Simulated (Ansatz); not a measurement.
Consider the isomerisation: `C[CH2][Al]([CH3])[CH3]` → `CC(C)[CH2][AlH2]`.

Gas-phase electronic energies from Ansatz, PBE0-D4/def2-TZVP geometries. CCSD(T)/CBS adds triple-zeta CCSD(T) − MP2 to the extrapolated MP2 energy (def2 sets, frozen cores). Functionals use def2-TZVPP. B3LYP here is the variant with VWN-RPA as its local correlation; programs differ in this. One conformer a species, not always the lowest.

`C[CH2][Al]([CH3])[CH3]`:

```xyz
16

C    -1.291   -1.657   -1.032
C    -0.836   -1.143    0.333
Al    0.345    0.430    0.338
C     0.887    1.220    2.047
C     0.954    1.190   -1.361
H    -1.933   -2.540   -0.954
H    -0.441   -1.932   -1.664
H    -1.854   -0.898   -1.582
H    -0.319   -1.941    0.884
H    -1.707   -0.911    0.961
H     1.882    1.672    2.001
H     0.194    2.024    2.325
H     0.877    0.500    2.870
H     1.645    0.502   -1.862
H     1.474    2.145   -1.245
H     0.123    1.341   -2.058
```

`CC(C)[CH2][AlH2]`:

Cartesian coordinates in Å:
```
C 0.868 -1.118 0.474
C 0.500 0.286 0.015
C 0.967 1.321 1.031
C -1.004 0.389 -0.252
Al -1.699 -0.785 -1.657
H 1.939 -1.212 0.671
H 0.336 -1.374 1.396
H 0.611 -1.869 -0.282
H 1.032 0.477 -0.926
H 2.046 1.261 1.200
H 0.468 1.165 1.993
H 0.733 2.335 0.697
H -1.267 1.421 -0.531
H -1.559 0.205 0.679
H -3.248 -1.144 -1.728
H -0.723 -1.357 -2.778
```

```tsv
level	ΔE (kcal/mol)
revPBE-D4	17.8
B3LYP-D4	19.5
HF/def2-QZVPP	16.9
SCS-MP2/def2-QZVPP	17.7
```

Task: What does CCSD(T)/CBS give? (Best estimate.)

Result: Computed: +18.6 kcal/mol. The listed levels differ from it by -0.8, 0.9, -1.7, -0.9 kcal/mol.

Largest T1 diagnostic among the species: 0.009.

In def2-TZVPP, CCSD(T) changes the Hartree–Fock value by +1.0 kcal/mol (the triples alone add +0.0 kcal/mol) and MP2 by +1.4 kcal/mol. From r2SCAN to r2SCAN0 (25 % exact exchange), in def2-TZVPP and without D4, ΔE moves by −0.8 kcal/mol.

CCSD(T)/CBS has its own doubt, a few kJ/mol and more with outer-core shells, so smaller differences from it don't rank the levels.
